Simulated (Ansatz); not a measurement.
`[InH2][I]` + CH₃OH → `C[O][InH2]` + HI at 600 K and 1 bar (ligand exchange at the In–I bond).

Calculated with Ansatz (gas phase, PBE0-D4/def2-TZVP geometries, no zero-point term in ΔE). CCSD(T)/CBS is the MP2 limit (def2-TZVPP, def2-QZVPP) plus CCSD(T) − MP2 in def2-TZVPP, frozen cores. This one scheme is used for every species. Elements past krypton have def2 core potentials. For I, In outer-core shells are correlated without core-valence functions, which leaves a few kJ/mol of doubt a bond.

| species | CCSD(T)/CBS energy (Eh) | H − E (kJ/mol) | S (J/(mol·K)) |
| --- | --- | --- | --- |
| `[InH2][I]` | -488.48444 | 64.6 | 338.9 |
| CH₃OH | -115.61712 | 163.6 | 277.3 |
| `C[O][InH2]` | -306.01914 | 186.3 | 386.5 |
| HI | -298.03592 | 31.6 | 227.0 |

H − E and S are ideal-gas, rigid-rotor, harmonic terms from PBE0-D4/def2-TZVP. 1 Eh = 2625.50 kJ/mol, R = 8.31446 J/(mol·K).

Task: By hand: ΔE, ΔH, ΔS and ΔG.

Result: ΔE = (-306.01914) + (-298.03592) − (-488.48444) − (-115.61712) = 0.04650 Eh = 122.1 kJ/mol. Δ(H − E) = 186.3 + 31.6 − 64.6 − 163.6 = -10.3, so ΔH = 111.8 kJ/mol. ΔS = 386.5 + 227.0 − 338.9 − 277.3 = -2.7 J/(mol·K). ΔG = 111.8 − 600 × (-2.7)/1000 = 113.4 kJ/mol.

Task: By hand: the equilibrium constant, and the temperature at which ΔG would vanish if ΔH and ΔS stayed fixed.

Result: log₁₀ K = −ΔG/(RT ln 10) = -9.9. ΔH and −TΔS have one sign here, so there is no such temperature. One of them is within its doubt of zero, so this could turn.

The number of gas molecules stays the same, so ΔS is small and ΔH decides. A doubt of 5 kJ/mol in ΔE shifts log₁₀ K by 0.4 here. These are equilibria of isolated gas molecules and say nothing of rates. Largest T1 diagnostic: 0.017 (customary marks: 0.02 for closed shells, 0.045 for open ones).
